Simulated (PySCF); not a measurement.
## Which determinant of TeAs lies lowest?

Unrestricted PBE0; Te cc-pVDZ-PP with ECP28, As cc-pVDZ-PP with ECP10; scalar-relativistic core potentials (PySCF 2.14). Outer shells of the fragments: Te 4d10 5s2 5p4; As 3d10 4s2 4p3.

Followed along the bond (rough minima from three points):

```tsv
2Ms+1	unpaired	⟨S²⟩ at the start	R at minimum (Å)	Te (eV)
2	π ↑	0.95	2.36	0.00
4	π ↑↑↑	3.76	none in the scan	≤ 1.14
2	π ↑↑↓	1.76	none in the scan	≤ 1.52
6	σ ↑, π ↑↑↑↑	8.75	none in the scan	≤ 3.98
```

Solutions found at the starting distance of 2.495 Å, counted from the lowest of them; the search is not exhaustive and high or unbound solutions are not listed, so other states can lie among these:

```tsv
2Ms+1	unpaired	term	E (eV)	⟨S²⟩	⟨Lz²⟩	μ (D)
2	π ↑	²Π	0.00	0.95	1.01	0.50
4	π ↑↑↑	⁴Π	0.99	3.76	1.00	-0.28
2	π ↑↑↓	mixed	1.36	1.76	3.02	-0.32
4	σ ↑, π ↑↑	⁴Σ⁻	2.22	3.76	0.00	0.55
2	π ↑	mixed	2.62	0.75	3.01	-0.37
2	σ ↓, π ↑↑	mixed	2.70	1.76	0.00	0.49
4	σ ↑, π ↑↑	mixed	3.94	3.76	2.01	-0.03
2	σ ↓, π ↑↑	mixed	4.36	1.76	2.01	-0.03
4	σ ↑, π ↑↑	mixed	4.45	3.75	2.01	0.38
4	σ ↑↑, π ↑	⁴Π	4.82	3.96	1.01	0.47
6	σ ↑, π ↑↑↑↑	⁶Σ⁺	4.90	8.75	0.00	-2.40
6	σ ↑↑, π ↑↑↑	⁶Π	5.37	8.75	1.00	-0.54
```

A term symbol is given only where ⟨S²⟩ and ⟨Lz²⟩ are close to those of a pure state; real π, δ and φ orbitals otherwise mix terms. A positive dipole means Te(−)As(+).

Spin–orbit coupling is left out. Counting both spins, an empty level lies below a filled one in some of these solutions, because spin and occupation are held.
